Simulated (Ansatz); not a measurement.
Geometry optimisation, Ansatz 0.2.0, RKS B3LYP/6-31G.

The input (input.yaml):

```yaml
crystal:
  periodic: [false, false, false]
  atoms:
    - { symbol: C, position_ang: [-2.0711, -0.5314, -0.3406] }
    - { symbol: Si, position_ang: [-0.4611, -1.0987, -0.882] }
    - { symbol: Si, position_ang: [1.0639, -0.5477, 0.7295] }
    - { symbol: C, position_ang: [1.2503, 1.2954, 0.9364] }
    - { symbol: S, position_ang: [2.0759, 2.0425, -0.4567] }
    - { symbol: H, position_ang: [-2.1238, 0.6154, -0.2179] }
    - { symbol: H, position_ang: [-2.8527, -0.7253, -1.0984] }
    - { symbol: H, position_ang: [-2.3933, -0.9261, 0.5853] }
    - { symbol: H, position_ang: [-0.0747, -0.4335, -2.1247] }
    - { symbol: H, position_ang: [-0.4953, -2.5672, -1.0614] }
    - { symbol: H, position_ang: [0.6374, -1.1598, 2.046] }
    - { symbol: H, position_ang: [2.446, -1.1291, 0.4377] }
    - { symbol: H, position_ang: [0.1318, 1.7605, 0.9906] }
    - { symbol: H, position_ang: [1.6843, 1.5513, 1.8781] }
    - { symbol: H, position_ang: [1.1606, 1.8028, -1.3924] }
basis:
  gaussian: { orbitals: "6-31G" }
hamiltonian:
  xc: b3lyp
relax:
  f_tol: 0.015
  max_steps: 40
```

Launched with:

```bash
$ ansatz run input.yaml --threads 1 --pin off --max-ram 2048MiB --backend cpu --events-out ev --progress --plain --runs-dir out
```

Question: Where does it end, and by what steps?

Answer: The run converged. The force dipped under the threshold on the way, but the program's further checks kept it going. Limits of this set-up: no polarisation functions. After 9 steps the energy has fallen by 0.874 eV; H13 moved furthest, 0.38 Å.

| step | energy less start (eV) | largest force component (eV/Å) | accepted |
| --- | --- | --- | --- |
| 0 | 0.0000 | 4.580 | yes |
| 1 | -0.7035 | 1.749 | yes |
| 2 | -0.8334 | 0.464 | yes |
| 3 | -0.8667 | 0.174 | yes |
| 4 | -0.8726 | 0.065 | yes |
| 5 | -0.8732 | 0.011 | yes |
| 6 | -0.8736 | 0.030 | yes |
| 7 | -0.8738 | 0.029 | yes |
| 8 | -0.8738 | 0.017 | yes |
| 9 | -0.8738 | 0.008 | yes |

```xyz
15
Properties=species:S:1:pos:R:3
C -2.286 -0.571 -0.411
Si -0.494 -1.098 -0.883
Si 1.091 -0.537 0.798
C 1.321 1.371 1.013
S 2.113 2.256 -0.483
H -2.352 0.514 -0.274
H -2.984 -0.859 -1.203
H -2.599 -1.055 0.519
H -0.102 -0.439 -2.182
H -0.443 -2.586 -1.112
H 0.620 -1.091 2.122
H 2.428 -1.151 0.492
H 0.380 1.869 1.258
H 2.024 1.560 1.829
H 1.259 1.767 -1.453
```

Time of the run: 48 s on 1 thread of Intel(R) Xeon(R) Platinum 8559C (Emerald Rapids), on a shared host, peak memory 0.22 GiB.
